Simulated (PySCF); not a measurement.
Molecule: `CNc1coc(=O)o1`, C₄H₅NO₃.

Geometry (Å), atoms numbered from 1 in this order:
```xyz
13

C     1.950   -0.659   -0.110
N     1.109    0.519   -0.183
C    -0.236    0.397   -0.012
C    -1.205    1.287    0.278
O    -2.424    0.627    0.210
C    -2.175   -0.645   -0.111
O    -2.978   -1.510   -0.255
O    -0.827   -0.816   -0.249
H     1.456   -1.470   -0.639
H     2.897   -0.437   -0.597
H     2.140   -0.975    0.921
H     1.501    1.358    0.218
H    -1.212    2.327    0.511
```

Frames of a GFN2-xTB Langevin trajectory at 400 K; GIAO PBE0/pcSseg-1 shieldings in PySCF, gas phase, non-relativistic; equivalent atoms averaged within each frame.

References, each an isolated molecule treated in the same way: $^{13}$C (σref 186.93), $^{1}$H (σref 31.72) against TMS; $^{15}$N (σref 267.73) against NH3; H2O for $^{17}$O (σref 336.08). The references are static minima.

Q: How do the shifts (ppm) fluctuate along the trajectory?

A: 
| time (fs) | C3 | C6 | C4 | C1 | N2 | O7 | O8 | O5 | H13 | H9/H10/H11 |
| --- | --- | --- | --- | --- | --- | --- | --- | --- | --- | --- |
| 250 | 164.9 | 155.3 | 107.5 | 31.7 | 68.3 | 293.1 | 243.4 | 186.2 | 7.63 | 3.17 |
| 425 | 165.9 | 153.3 | 121.7 | 36.1 | 63.9 | 290.7 | 279.2 | 187.4 | 6.17 | 3.97 |
| 625 | 157.1 | 152.3 | 105.0 | 27.5 | 52.5 | 275.9 | 247.4 | 199.8 | 5.71 | 3.30 |
| 800 | 162.9 | 159.3 | 116.5 | 40.7 | 73.9 | 312.4 | 232.0 | 211.7 | 6.83 | 3.23 |
| 1000 | 166.5 | 156.5 | 125.6 | 30.8 | 69.1 | 306.2 | 259.7 | 223.9 | 7.38 | 3.38 |
| mean of frames | 163.5 | 155.4 | 115.3 | 33.4 | 65.5 | 295.7 | 252.4 | 201.8 | 6.74 | 3.41 |
| standard deviation | 3.8 | 2.7 | 8.9 | 5.1 | 8.1 | 14.2 | 18.0 | 16.1 | 0.81 | 0.32 |

5 frames give an uncertainty of the mean of about the standard deviation over 2.2 at best, since frames this close in time may not be independent; classical motion lacks zero-point vibration, and the reference would need the same averaging.
